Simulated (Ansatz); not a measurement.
Geometry optimisation, UKS PBE/def2-SVP (Ansatz).

Input:

```yaml
crystal:
  periodic: [false, false, false]
  atoms:
    - { symbol: Ta, position_ang: [0.0, 0.0, 0.0] }
    - { symbol: Cl, position_ang: [2.72, 0.0, 0.0] }
    - { symbol: O, position_ang: [0.0, 0.0, 2.02] }
    - { symbol: H, position_ang: [-0.2547, -0.9174, 2.3571] }
    - { symbol: O, position_ang: [0.0, 0.0, -2.02] }
    - { symbol: H, position_ang: [-0.6343, -0.71, -2.3571] }
    - { symbol: O, position_ang: [-1.01, 1.7493, 0.0] }
    - { symbol: H, position_ang: [-1.4859, 1.8638, 0.8834] }
    - { symbol: Cl, position_ang: [-1.235, -2.139, 0.0] }
    - { symbol: H, position_ang: [4.39, 0.0, 0.0] }
magnetization:
  spin_polarized: true
  initial_magnetization: 1
basis:
  gaussian: { orbitals: def2-SVP }
hamiltonian:
  xc: pbe
relax:
  f_tol: 0.15
  max_steps: 25
  restrain:
    - { distance: [1, 9], at: 2.57, k: 30.0 }
    - { distance: [0, 1], at: 2.47, k: 30.0 }
output:
  orbitals: {}
```

Launched with:

```bash
$ ansatz run input.yaml --threads 4 --pin off --max-ram 5120MiB --backend cpu --events-out ev --progress --plain --runs-dir out
```

Problem. Where does it end, and by what steps?

Solution. The forces met the threshold. The restraints hold the end off the free minimum; the threshold counts their pulls, which the force column leaves out. Restrained pairs: Cl2–H10 (1.67 → 2.57 Å), Ta1–Cl2 (2.72 → 2.43 Å). After 7 steps the energy has fallen by 1.441 eV (the restraints' own energy left out); H10 moved furthest, 0.55 Å.

```tsv
step	energy less start (eV)	largest force component (eV/Å)	accepted
0	0.0000	1.921	yes
1	-0.4296	1.861	yes
2	-0.9943	1.021	yes
3	-1.2856	1.603	yes
4	-1.3864	1.373	yes
5	-1.3854	1.465	yes
6	-1.4369	1.303	yes
7	-1.4409	1.272	yes
```

```xyz
10
Properties=species:S:1:pos:R:3
Ta -0.057 -0.007 -0.004
Cl 2.362 0.235 -0.029
O -0.112 -0.233 1.900
H -0.439 -0.897 2.531
O -0.189 -0.183 -1.895
H -0.534 -0.759 -2.599
O -0.985 1.651 0.058
H -1.198 2.016 0.939
Cl -1.288 -2.061 0.015
H 4.931 0.085 -0.033
```

Run time: 26 s on 4 threads of Arm Neoverse V2 (shared host), peak memory 0.24 GiB.
